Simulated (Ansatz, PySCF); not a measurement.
The pair A = NH3 (SMILES N) (first 4 atoms), B = HF (SMILES F); geometry from B3LYP-D3(BJ)/def2-TZVP.
(charge 0, multiplicity 1):
```xyz
6

N      0.0382     0.1766     0.3049
H     -0.2387    -0.7405    -0.0275
H     -0.6002     0.8572    -0.0915
H      0.9652     0.3718    -0.0566
F      0.0101     0.2759     2.9409
H      0.0204     0.2397     1.9794
```

Cores are frozen in the correlated methods. Rows in 6-31G* carry no dispersion term and start afresh at each structure (6-31G* with six Cartesian d functions). MP2/6-31G* freezes PySCF's default core.

Programs: Ansatz (an electronic-structure program); PySCF for 6-31G* rows. Values without a source in brackets are computed.

Total energies (hartree), monomers frozen at their geometry in the pair:

```json
[
 {"structure": "AB", "MP2/6-31G*": "-156.5592336", "MP2/aug-cc-pVTZ": "-156.8219887", "CCSD(T)/aug-cc-pVTZ": "-156.8503369"},
 {"structure": "A in the pair's basis", "MP2/6-31G*": "-56.3562407", "MP2/aug-cc-pVTZ": "-56.4610513", "CCSD(T)/aug-cc-pVTZ": "-56.4809878"},
 {"structure": "B in the pair's basis", "MP2/6-31G*": "-100.1829227", "MP2/aug-cc-pVTZ": "-100.3397260", "CCSD(T)/aug-cc-pVTZ": "-100.3483742"},
 {"structure": "A", "MP2/6-31G*": "-56.3540625", "MP2/aug-cc-pVTZ": "-56.4604558", "CCSD(T)/aug-cc-pVTZ": "-56.4804511"},
 {"structure": "B", "MP2/6-31G*": "-100.1813840", "MP2/aug-cc-pVTZ": "-100.3392613", "CCSD(T)/aug-cc-pVTZ": "-100.3478790"}
]
```

### Question
Work out the interaction energy without and with the counterpoise correction, and the superposition error, for each level.

### Answer

E(AB) − E(A) − E(B), times 627.509 kcal/mol, with the monomers in their own basis and then in the pair's basis:
- MP2/6-31G*: -14.93 uncorrected, -12.59 corrected; the monomers gain 2.33 kcal/mol from borrowed functions
- MP2/aug-cc-pVTZ: -13.98 uncorrected, -13.31 corrected; the monomers gain 0.67 kcal/mol from borrowed functions
- CCSD(T)/aug-cc-pVTZ: -13.81 uncorrected, -13.16 corrected; the monomers gain 0.65 kcal/mol from borrowed functions
